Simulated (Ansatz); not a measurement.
Isolated molecules relaxed with PBE0-D4/def2-TZVP in Ansatz; ΔE leaves out vibrations. CBS: MP2 limit from def2 TZ/QZ plus the TZ coupled-cluster correction, frozen cores. DFT in def2-TZVPP. Elements past krypton have def2 core potentials. For As, Ge, Sb outer-core shells are correlated without core-valence functions, which leaves a few kJ/mol of doubt a bond. Scalar relativity is left out up to krypton. Each species was taken in one conformer, which may not be the lowest.

Reaction (redistribution): `O[AsH][GeH3]` + `F[SiH2][SbH2]` → `[GeH3][AsH][SbH2]` + `O[SiH2]F`

Task: Is it downhill or uphill in electronic energy at CCSD(T)/CBS, and by how much? (An estimate is asked.)

Result: Ansatz gave: Downhill: ΔE = -189.1 kJ/mol.

Task: What do these levels give: PBE-D4, PBE0-D4, r2SCANh-D4, B2PLYP, revPBE, MP2/CBS(def2)? (An estimate is asked.)

Result: Ansatz gave: PBE-D4 -165.5, PBE0-D4 -176.5, r2SCANh-D4 -182.6, B2PLYP -181.8, revPBE -158.8, MP2/CBS(def2) -199.9 kJ/mol.

Largest T1 diagnostic among the species: 0.013.

From PBE to PBE0 (25 % exact exchange), in def2-TZVPP and without D4, ΔE moves by −11.4 kJ/mol. Leaving LDA and LC-ωPBE aside and taking each functional with its dispersion term where it has one, the values, not all of them listed here, spread over 27.7 kJ/mol, from BHLYP-D4 to revPBE-D4. LDA lies −9.1 kJ/mol from PBE without D4.
